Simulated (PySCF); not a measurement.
PySCF was given this input:
```python
from pyscf import gto, scf, dft

mol = gto.Mole()
mol.atom = '''
    Sb   -0.00000000   -0.00000000   -1.34486088
    Sb    0.00000000    0.00000000    1.34486088
'''
mol.basis = 'sto-3g'
mol.charge = 1
mol.spin = 1
mol.verbose = 4
mol.build()

mf = dft.UKS(mol)
mf.xc = 'bhandhlyp'
mf.kernel()
```

Problem. What is the computed <S^2> (PySCF with BHANDHLYP/STO-3G)?

Solution. 0.750

Problem. Estimate the total energy that BHANDHLYP/STO-3G returns for this input.

Solution. -12507.0054 Eh

These values belong to the state on which the SCF converged, which isn't shown to be the lowest.
